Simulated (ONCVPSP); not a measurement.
# What one change does to a pseudopotential (As (Z = 33), ONCV)

arsenic, optimised norm-conserving Vanderbilt (ONCV), made with ONCVPSP 4.0.1 (PBE, scalar-relativistic). Core [Ne], reference 3s2 3p6 3d10 4s2 4p1 (charge +2). Waves: 3s+4s: rc 1.15 bohr, ncon 5, nbas 10, qcut 11.5 1/bohr, 2 projectors; 3p+4p: rc 0.85 bohr, ncon 4, nbas 7, qcut 19.7 1/bohr, 2 projectors; 3d: rc 0.65 bohr, ncon 3, nbas 7, qcut 24.2 1/bohr, 3 projectors, debl 2.1 Ha. Local part: polynomial inside 0.55 bohr (lpopt 5, dvloc0 2 Ha). Core correction: Teter function, fcfact 2, rcfact 1.1.

In the d channel the program set the typed energies aside and used -2.276, 0.250, 2.350 Ha.

Change: p: rc 1.1.

Cutoffs: the cutoffs (Ha) at which the residual kinetic energy of the hardest occupied pseudo-wave falls to 1 and 0.1 mHa per electron; they do not see the model core or the augmentation charge, which bear on the density cutoff. Errors are all-electron minus pseudo energies relative to the spin-unpolarised reference configuration.

**Question.** Predict the effect on cutoff, ghosts and configuration errors.

**Answer.** The potential gets neither clearly harder nor softer (220 Ha and 248 Ha → 220 Ha and 248 Ha); the d channel sets the loose cutoff, while the largest relative change is in p, which becomes harder; of the 4 tests that both files solve, the error grows in 3 and shrinks in 0 by more than 15 % and 0.3 meV (median size 2.5 → 3.1 meV); neither file shows a bound ghost. More of the atom is replaced by a form fitted at one configuration, so other configurations suffer.

```csv
quantity,base,changed
"cutoff, loose",220 Ha,220 Ha
"cutoff, tight",248 Ha,248 Ha
loose cutoff by channel,"s 45 Ha, p 65 Ha, d 220 Ha","s 45 Ha, p 76 Ha, d 220 Ha"
bound ghosts,none,none
GHOST(+) flags under 300 eV,none,none
"error for 3s2 3p6 3d10 4s2 4p3, meV [ΔE -27.07 eV]",+2.6,+3.2
"error for 3s2 3p6 3d10 4s2 4p2, meV [ΔE -17.92 eV]",+1.7,+2.1
"error for 3s2 3p6 3d10 4s2 4p0, meV [ΔE 27.70 eV]",-2.4,-3.0
"error for 3s1 3p6 3d10 4s2 4p3, meV [ΔE 174.20 eV]",-275,-267
s: phases at 1.17 bohr within 0.05 rad from the reference energy up to (Ha; the scan ends near 5),to the end of the scan,to the end of the scan
d: phases at 0.66 bohr within 0.05 rad from the reference energy up to (Ha; the scan ends near 5),to the end of the scan,to the end of the scan
"rms error of d²Exc/dni dnj with the model core, mHa",1.72,1.73
```
